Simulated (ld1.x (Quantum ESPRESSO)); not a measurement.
# Varying the TM potential for Au (Z = 79)

Base potential:

* Element: Au
* Generator: ld1.x (Quantum ESPRESSO) 7.5
* Type: norm-conserving Troullier–Martins (Kleinman–Bylander form)
* Functional: LDA (PZ)
* Relativity: scalar-relativistic
* Frozen core: [Kr] 4d10 4f14
* Valence charge: 19
* Reference configuration: 5s2 5p6 5d10 6s0 6p0 (charge +1)
* Partial waves: 5s (bound): rc 1.65 bohr; 5p (bound): rc 1.75 bohr; 5d (bound): rc 1.75 bohr
* Local potential: all-electron potential smoothed inside 1.60 bohr (lloc = -1)
* Core correction: a·sin(br)/r model core, default radius (core density twice the valence density)

All-electron outer shells of the reference configuration (LDA (PZ), scalar-relativistic, ld1.x):

| shell | level (eV) | outermost node (bohr) | outermost maximum (bohr) |
| --- | --- | --- | --- |
| 4d | -334.40 | 0.20 | 0.41 |
| 5s | -117.35 | 0.48 | 0.84 |
| 4f | -90.12 | – | 0.37 |
| 5p | -68.67 | 0.52 | 0.96 |
| 5d | -15.62 | 0.56 | 1.21 |
| 6s | -13.60 | 1.11 | 2.24 |
| 6p | -6.89 | 1.31 | 2.98 |

Cutoffs, loose and tight: the cutoffs (Ry, on a coarse ladder) from which the occupation-weighted sum of valence levels, in a spherical-Bessel basis at the reference potential, stays within 10 and 1 mRy of its value at 400 Ry. They do not see the model core or the augmentation charge, which bear on the density cutoff. Test errors are all-electron minus pseudo excitation energies from the reference, over the configurations 5s2 5p6 5d10 6s1 6p0; 5s2 5p6 5d9 6s0 6p0; 5s2 5p6 5d8 6s0 6p0; 5s2 5p5 5d10 6s1 6p0; 5s2 5p6 5d7 6s0 6p0; 5s2 5p6 5d10 6s0.5 6p0; 5s1 5p6 5d10 6s1 6p0 (two spin-polarised tests are not counted in the largest error). A dash means not determined; rows that change the core or the reference have their own tests. The largest error is taken over the tests solved by every variant that gives reliable tests at all: 5s2 5p6 5d7 6s0 6p0; 5s2 5p6 5d8 6s0 6p0; 5s2 5p6 5d9 6s0 6p0.

A true bound ghost makes a file unfit for plane-wave use even where its test errors are small: the radial tests pick states by their node count and pass the ghost by. Where a test does run into it, the solver fails or the error is huge.

Cutoffs are not given where the Bessel-basis levels miss the radial ones by over 6 mRy, ghosts where they miss by over 20 mRy; a channel whose overlap is not positive is not tested.

The default core radius of the base comes out at 0.74 bohr.

On the changes marked as counting shells twice: ld1.x takes every shell without a wave as core, so the model core holds the marked electrons as well and exchange and correlation see them twice. This cancels in the reference configuration, but the file is broken for other ones, and its errors say nothing about a proper core correction.

| change | outcome | cutoff, loose | cutoff, tight | bound ghosts | largest test error (meV) |
| --- | --- | --- | --- | --- | --- |
| base | generated | 50 Ry | 80 Ry | none | -29 |
| core [Kr] 4d10, valence charge 33; reference 4f14 5s2 5p6 5d10 6s1 6p0; waves now 5s (bound): rc 1.50 bohr; 5p (bound): rc 1.00 bohr; 4f (bound): rc 0.95 bohr; 5d (bound): rc 1.30 bohr; local potential the d channel; core correction Bessel-smoothed model core inside 0.85 bohr (6s counted twice) | generated, misses its reference levels by 0.68 eV | – | – | p | +1122 over the solved tests; 4 of 9 tests not solved or not reliable |
| reference 5s2 5p6 5d10 6s1 6p0 (6s counted twice) | generated, misses its reference levels by 0.32 eV | 50 Ry | 80 Ry | none | -572 |
| wave 5d (bound): rc 1.75 bohr becomes 5d (bound): rc 1.66 bohr | generated | 50 Ry | 80 Ry | none | -29 |
| wave 5p (bound): rc 1.75 bohr becomes 5p (bound): rc 2.38 bohr | generated | 50 Ry | 80 Ry | none | -30 |
| local potential the p channel | generated | 50 Ry | 80 Ry | none | -52 |
| wave 5s (bound): rc 1.65 bohr becomes 5s (bound): rc 2.20 bohr | generated | 50 Ry | 70 Ry | none | -26 |
| all radii but the core radius scaled by about 0.79 (s 1.30, p 1.38, d 1.38 bohr); local potential all-electron potential smoothed inside 1.26 bohr (lloc = -1) | generated | 100 Ry | 160 Ry | none | -12 |
| local potential all-electron potential smoothed inside 1.24 bohr (lloc = -1) | generated | 50 Ry | 80 Ry | s | -2.9 |
| core correction a·sin(br)/r model core inside 1.72 bohr | generated | 50 Ry | 80 Ry | none | -18 |

Problem. What comes out with this change to the base: type PAW; waves now 5s (bound): rcut 1.45, rcutus 1.65 bohr; 6s (bound): rcut 1.45, rcutus 1.65 bohr; 5p (bound): rcut 1.50, rcutus 1.75 bohr; 6p (bound): rcut 1.50, rcutus 1.75 bohr; 5d (bound): rcut 1.50, rcutus 1.75 bohr; 5d channel at 0.7 Ry: rcut 1.50, rcutus 1.75 bohr; local potential all-electron potential smoothed inside 1.25 bohr (lloc = -1); augmentation BESSEL, radius 1.30 bohr?

Solution. outcome: generated, overlap not positive; bound ghosts: d (p not tested, overlap not positive); largest test error (meV): -30. A file whose overlap is not positive is unfit for use, and its test errors describe a broken file.
